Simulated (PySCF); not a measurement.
Electron correlation in Ni¹⁷⁺ (nickel, charge +17)

[Ne] 3s1, 2S determinant. Computed with PySCF 2.14 in an even-tempered Gaussian basis (18 s from 1.4 bohr⁻², ratio 2.5; 11 p from 1.8 bohr⁻², ratio 2.5; 5 d from 7.1 bohr⁻², ratio 2.7; 4 f from 11 bohr⁻², ratio 2.7), with scalar relativity by spin-free X2C-1e. Frozen: 1s2; 9 electrons correlated; the 19 highest virtual orbitals of each spin left out.

```csv
level,correlation energy (mhartree)
CCSD,-316.93
(T),-0.39
CCSD(T),-317.32
```

Diagnostics: T1 = 0.00033, D1 = 0.0012, largest double amplitude 0.004.

Task: Is a single reference adequate?

Result: Yes, within this model without spin-orbit coupling: T1 lies below 0.03 and no double amplitude reaches 0.07.
